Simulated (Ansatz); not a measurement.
Molecule: thiophen-2-ylgermane, C$_{4}$H$_{6}$GeS, net charge 0, singlet state. SMILES: [GeH3][c]1cccs1
Geometry: optimised at B3LYP-D3(BJ)/def2-TZVP (Ansatz, a first-principles code).

Wanted: vertical ionisation energy (to the doublet state of charge +1; each state is the SCF solution reached for its spin; for the singlet the Hartree-Fock reference is unstable and T1 is 0.013), in eV. Valence correlation only, unless marked. Open shells are spin-unrestricted. Spin-orbit coupling is left out. Frozen are the shells of the preceding noble gas and the d and f shells that filled before the atom's block. Non-relativistic. Basis-set limits of correlation are two-point, X^-3; Hartree-Fock from the larger set. The bracket is a focal-point correction in the basis named.

| level | program | vertical ionisation energy (eV) | minus last row |
|---|---|---|---|
| HF/def2-QZVPPD | Ansatz | 7.51 | -1.48 |
| PBE/def2-TZVPD | Ansatz | 8.65 | -0.34 |
| B3LYP/def2-TZVPD | Ansatz | 8.70 | -0.29 |
| CAM-B3LYP/def2-TZVPD | Ansatz | 8.76 | -0.23 |
| wB97X-V/def2-TZVPD | Ansatz | 8.79 | -0.20 |
| B2PLYP/def2-TZVPD | Ansatz | 8.78 | -0.21 |
| MP2/def2-SVPD | Ansatz | 9.19 | 0.20 |
| RI-MP2/def2-QZVPPD | Ansatz | 9.32 | 0.33 |
| RI-MP2/CBS(def2-TZVPPD,def2-QZVPPD) | Ansatz | 9.36 | 0.37 |
| SCS-MP2/def2-TZVPPD | Ansatz | 9.14 | 0.15 |
| CCSD/def2-SVPD | Ansatz | 8.76 | -0.23 |
| CCSD/def2-TZVPPD | Ansatz | 8.78 | -0.21 |
| CCSD(T)/def2-SVPD | Ansatz | 8.84 | -0.15 |
| CCSD(T)/def2-TZVPPD | Ansatz | 8.89 | -0.10 |
| RI-MP2/CBS(def2-TZVPPD,def2-QZVPPD)+[CCSD(T)-MP2]/def2-TZVPPD | Ansatz | 8.99 | 0.00 |
